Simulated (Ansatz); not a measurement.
GeH$_{6}$OSi, SMILES `[SiH3][O][GeH3]`, relaxed with RKS PBE0-D4/def2-TZVP in Ansatz 0.2.0 from a PBE-D4/def2-SVP geometry. The force threshold is 0.005 eV/Å; the program also tests the step.

Total charge 0; spin multiplicity 1.

Start:

```xyz
9

Si    0.037    1.197    1.015
O    -0.739    0.020    0.111
Ge   -0.133   -1.232   -1.032
H     1.012    0.589    1.994
H    -1.014    1.956    1.773
H     0.800    2.156    0.133
H    -1.397   -1.973   -1.525
H     0.826   -2.186   -0.268
H     0.608   -0.527   -2.201
```

(1) How much energy does the relaxation release, and in how many steps? (Estimate.)

(2) Which bonds change most? (Estimate.)

(3) Give the relaxed structure. (Best estimate.)

## Answers

(1) The calculation gave: 0.05 eV, in 5 steps.

(2) Ansatz gave: Si1–O2 from 1.674 to 1.633 Å; O2–Ge3 from 1.800 to 1.776 Å; Si1–H4 from 1.509 to 1.490 Å; Si1–H6 from 1.509 to 1.490 Å.

(3) The calculation gave: 
```xyz
9

Si    0.034    1.184    1.003
O    -0.695    0.027    0.110
Ge   -0.131   -1.219   -1.021
H     0.996    0.585    1.970
H    -1.015    1.923    1.747
H     0.788    2.133    0.137
H    -1.394   -1.942   -1.499
H     0.817   -2.166   -0.266
H     0.601   -0.525   -2.182
```
